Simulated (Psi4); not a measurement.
Complex: NH3 (SMILES N) (first 4 atoms) with CO (SMILES [C-]#[O+]); geometry from B3LYP-D3(BJ)/def2-TZVP.
(charge 0, multiplicity 1):
```xyz
6

N     -0.04556    -0.19027    -0.09401
H     -0.95690     0.25199    -0.12780
H      0.64279     0.52739    -0.29046
H     -0.00485    -0.86659    -0.84795
C     -0.29274     0.56984     2.91183
O      0.13736    -0.28824     3.49926
```

Calculation: SAPT0/jun-cc-pV(D+d)Z (Psi4 1.11).

### Question
Which attractive term is largest, and how does the interaction split up?

### Answer
electrostatics -89.4, exchange 110.6, induction -20.5, dispersion -36.7, total -35.9 meV; the largest attraction is electrostatics.
